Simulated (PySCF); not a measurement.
Isomers of C4H7BrO. Level of theory: PBE0-D3(BJ)/def2-SVP geometry optimisation, gas phase in PySCF. One conformer each; no zero-point energy, no entropy. No frequencies were run at this level. Point groups hold within 0.08 Å.

Question: Rank from lowest to highest electronic energy at this level (kcal/mol).
A. `[CH3:1][O:2][CH2:3]/[CH:4]=[CH:5]/[Br:6]` with C1–O2–C3–C4 180°, O2–C3–C4–C5 0°
B. `[CH3:1][CH2:2][CH2:3][C:4](=[O:5])[Br:6]` with C1–C2–C3–C4 70°, C2–C3–C4–O5 5°
C. `[CH3:1][O:2][C@@H:3]1[CH2:4][C@H:5]1[Br:6]` with C1–O2–C3–C4 155°

Answer: B (0.0), A (38.5), C (39.4).

As drawn, the lowest has a C=O bond, which the highest lacks; the highest has a three-membered ring, which the lowest lacks. Neighbours under 2.5 kcal/mol apart (COC/C=C/Br and CO[C@@H]1C[C@H]1Br) can change places with a better method, another conformer or zero-point energy.

```tsv
SMILES	E (Eh)	E rel (kcal/mol)	dipole (D)	point group	A, B, C (MHz)
CCCC(=O)Br	-2804.99344	0.0	2.84	C1	6223, 979.2, 915.8
COC/C=C/Br	-2804.93206	38.5	2.91	Cs	11837, 681.5, 649.7
CO[C@@H]1C[C@H]1Br	-2804.93069	39.4	1.15	C1	5412, 1092, 953.0
```
